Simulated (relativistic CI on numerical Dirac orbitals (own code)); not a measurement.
## Sensitivity of the levels of Tm XLVIII to α and to the nuclear radius

Computed by Dirac-Coulomb-Breit CI, KLI orbitals optimised for each configuration, derivatives by finite differences, unscaled Slater integrals, QED left out (own radial code, finite nucleus).

Configuration list (outside the closed core [Ne] 3s2): 3p6 3d4, 3p5 3d5, 3p6 3d3 4p, 3p6 3d2 4s 4p, 3p6 3d2 4s2, 3p6 3d 4s2 4p. Double excitations out of closed p, d and f shells are left out; levels of such configurations are missing from the list, as are those of other unlisted configurations, and high levels can miss mixing partners.

With x = (α/α₀)² − 1 an excitation energy changes as ω = ω₀ + qx; K = 2q/ω₀ is the relative enhancement. Terms are leading LS components, so labels can repeat. The field-shift factor is F = δν/δ⟨r²⟩ for the transition from the lowest level.

Lowest level 3p6 3d4 3P_0.

```tsv
Level	ω₀ (cm⁻¹)	q (cm⁻¹)	F (GHz/fm²)
3p6 3d4 5D_1	348408	421400	7.86
3p6 3d4 3F_4	440028	410700	8.16
3p6 3d4 5D_2	457373	450000	8.79
3p6 3d4 3F_3	485449	439700	8.76
3p6 3d4 5D_0	768638	836600	15.9
3p6 3d4 5D_2	777541	807200	15.5
3p6 3d4 3H_4	785728	834600	16
3p6 3d4 5D_3	803288	834000	16.1
3p6 3d4 3H_5	830482	822100	16.1
3p6 3d4 1I_6	850825	817400	16.1
3p6 3d4 3P_1	870808	848700	16.6
3p6 3d4 3G_4	898667	831500	16.5
3p6 3d4 3F_3	900548	819500	16.3
3p6 3d4 3D_2	914996	836900	16.6
3p6 3d4 3F_2	1010838	846400	17.2
3p6 3d4 3F_4	1047615	859200	17.5
3p6 3d4 3P_2	1143861	873400	18.2
3p6 3d4 5D_4	1212932	1.225e+06	23.8
3p6 3d4 3F_3	1222990	1.242e+06	24
3p6 3d4 3P_0	1245462	972000	20.1
3p6 3d4 3G_5	1263318	1.247e+06	24.3
3p6 3d4 3D_1	1265305	1.243e+06	24.2
3p6 3d4 3H_6	1265775	1.239e+06	24.3
```

At this charge energies of transitions that change n are usually good to better than 1 %, and those within a shell (Δn = 0) to a few per cent.

Q: Which transition from the lowest level has the largest |K|?

A: 3p6 3d4 5D_1 at 348408 cm⁻¹, K = 2.42.
